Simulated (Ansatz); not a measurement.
A set of 12 reactions (redistribution), with CCSD(T)/CBS values in kJ/mol:

```tsv
reaction	ΔE
`N#CCB(O)F` + `[SiH3][NH][GeH3]` → `OB(F)[NH][GeH3]` + `N#CC[SiH3]`	-48.7
`[SiH3][AlH][SiH]1CO1` + `BO[SiH3]` → `[SiH3][O][AlH][SiH3]` + `B[SiH]1CO1`	1.2
`F[SiH2]N[SiH2]Cl` + `C[O][Sn][CH3]` → `CO[SiH2]N[SiH2]Cl` + `[CH3][Sn][F]`	3.5
`F[SiH2]N[SiH2]Cl` + `BCC[SiH3]` → `[SiH3]CC[SiH2]Cl` + `BN[SiH2]F`	-63.3
`F[SiH2]N[SiH2]Cl` + `C[CH2][GeH2][SiH3]` → `F[SiH2][GeH2][SiH3]` + `CCN[SiH2]Cl`	113.4
`CO[SiH](C)S` + `[SiH3][SiH2]B[SeH]` → `CO[SiH](C)[SeH]` + `[SiH3][SiH2]BS`	-6.0
`[Cl][Hf]([Cl])([Br])[Br]` + `C[O][Mg][F]` → `[F][Hf]([Cl])([Cl])[Br]` + `C[O][Mg][Br]`	-44.5
`CO[SiH](C)S` + `CN([SiH3])CF` → `CO[SiH](F)S` + `CCN(C)[SiH3]`	-151.4
`F[SiH2]N[SiH2]Cl` + `BCB` → `B[SiH2]N[SiH2]F` + `BCCl`	228.2
`FC(F)(F)C[O][Sn]([Cl])([Cl])[Cl]` + `[Cl][Ge]([Cl])([Cl])[SeH]` → `[Cl][Sn]([Cl])([Cl])[SeH]` + `FC(F)(F)C[O][Ge]([Cl])([Cl])[Cl]`	-39.1
`CC(C)(C)P` + `BN=C=O` → `O=C=NP` + `BC(C)(C)C`	103.8
`[SiH3]C[SiH2]P` + `C[NH][GeH2][CH3]` → `[CH3][GeH2][SiH2]P` + `CNC[SiH3]`	68.9
```

Program: Ansatz. Geometries: PBE0-D4/def2-TZVP. ΔE: electronic, gas phase. CCSD(T)/CBS is the MP2 limit (def2-TZVPP, def2-QZVPP) plus CCSD(T) − MP2 in def2-TZVPP, frozen cores. DFT in def2-TZVPP. B3LYP here is the variant with VWN-RPA as its local correlation; programs differ in this. def2 core potentials past Kr. For Br, Ge, Hf, Mg, Se, Sn outer-core shells are correlated without core-valence functions, which leaves a few kJ/mol of doubt a bond. Scalar relativity is left out up to krypton. Each species was taken in one conformer, which may not be the lowest.

Task: Give the mean, mean absolute and largest difference (level minus CCSD(T)/CBS, kJ/mol) for: PBE-D4, r2SCAN-D4, PBE0-D4, B3LYP-D4, B2PLYP, PBE0, B3LYP, HF/def2-TZVPP, MP2/def2-TZVPP, CCSD(T)/def2-TZVPP, HF/def2-QZVPP, MP2/def2-QZVPP, SCS-MP2/def2-QZVPP, MP2/CBS(def2). (Estimate.)

Result: Computed: 
```csv
level,mean,mean absolute,largest
PBE-D4,-3.2,9.2,-22.0
r2SCAN-D4,-2.2,4.2,-12.6
PBE0-D4,-3.1,6.9,-15.8
B3LYP-D4,-2.7,4.4,-10.0
B2PLYP,-0.8,2.2,-6.3
PBE0,-3.3,7.0,-16.4
B3LYP,-3.1,4.8,-12.8
HF/def2-TZVPP,-3.1,7.9,-28.1
MP2/def2-TZVPP,3.2,4.3,9.9
CCSD(T)/def2-TZVPP,0.1,1.5,-3.2
HF/def2-QZVPP,-2.9,8.5,-25.3
MP2/def2-QZVPP,3.2,4.7,11.9
SCS-MP2/def2-QZVPP,1.6,3.4,7.6
MP2/CBS(def2),3.1,4.7,12.6
```

The largest T1 diagnostic in the set is 0.018, for `B[SiH]1CO1` (customary mark 0.02).

CCSD(T)/CBS is a level of theory with its own doubt, and the functionals carry their triple-zeta basis error, so these figures describe this set and don't rank the functionals.
